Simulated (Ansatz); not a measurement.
Reaction (ligand exchange at the Al–Br bond): `[NH2][AlH][Br]` + `BS` → `B[S][AlH][NH2]` + HBr

Isolated molecules relaxed with PBE0-D4/def2-TZVP in Ansatz; ΔE leaves out vibrations. CBS: MP2 limit from def2 TZ/QZ plus the TZ coupled-cluster correction, frozen cores. This one scheme is used for every species. Functionals use def2-TZVPP. B3LYP here is the variant with VWN-RPA as its local correlation; programs differ in this. For Br outer-core shells are correlated without core-valence functions, which leaves a few kJ/mol of doubt a bond. Scalar relativity is left out up to krypton. One conformer a species, not always the lowest.

```csv
level,ΔE (kJ/mol),difference from CCSD(T)/CBS
LDA (SPW92),63.5,-4.3
r2SCAN-D4,69.7,1.9
B97M-V,66.2,-1.6
B3LYP-D4,68.1,0.3
r2SCANh,71.3,3.5
r2SCAN0,72.2,4.4
LC-ωPBE,70.7,2.9
MP2/def2-SVP,71.5,3.7
MP2/def2-TZVPP,67.8,0.0
HF/def2-QZVPP,82.1,14.3
CCSD(T)/CBS,67.8,0
```

Largest T1 diagnostic among the species: 0.015.

From BLYP to BHLYP (50 % exact exchange), in def2-TZVPP and without D4, ΔE moves by +4.6 kJ/mol. Leaving LDA and LC-ωPBE aside and taking each functional with its dispersion term where it has one, the values, not all of them listed here, spread over 9.8 kJ/mol, from revPBE-D4 to BHLYP-D4. LDA lies −3.9 kJ/mol from PBE without D4. In def2-TZVPP, CCSD(T) changes the Hartree–Fock value by −15.6 kJ/mol (the triples alone add −2.6 kJ/mol) and MP2 by −15.0 kJ/mol.
